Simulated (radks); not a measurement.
Results of a calculation; reference values are marked as such.
Problem. Cs-, 56 electrons, occupied as [Xe] 6s2. Level of theory: scalar-relativistic Kohn-Sham, LDA (Slater exchange, Perdew-Wang correlation), spin-polarised, spherical densities, finite nucleus; Fermi nuclear charge, rms radius 4.8041 fm; Watson sphere of charge +1 and radius 5.23 bohr (a radial shooting solver on a logarithmic mesh with Libxc functionals). Some entries of the table are withheld. Estimate them.

orbital,occ.,eigenvalue (eV),<1/r> (bohr^-1)
1s,2,-35757.99,59.34
2s,2,-5609.963,13.63
2p,6,-5035.437,13.00
3s,2,-1165.608,4.909
3p,6,-980.6532,4.664
3d,10,-708.2965,4.421
4s,2,-219.4739,2.020
4p,6,-160.2584,(1)
4d,10,-74.0311,1.584
5s,2,-26.7062,(2)
5p,6,-13.4691,0.6207
6s,2,-2.8678,0.2259

Solution. 
(1) 4p <1/r> (bohr^-1): 1.857
(2) 5s <1/r> (bohr^-1): 0.7577
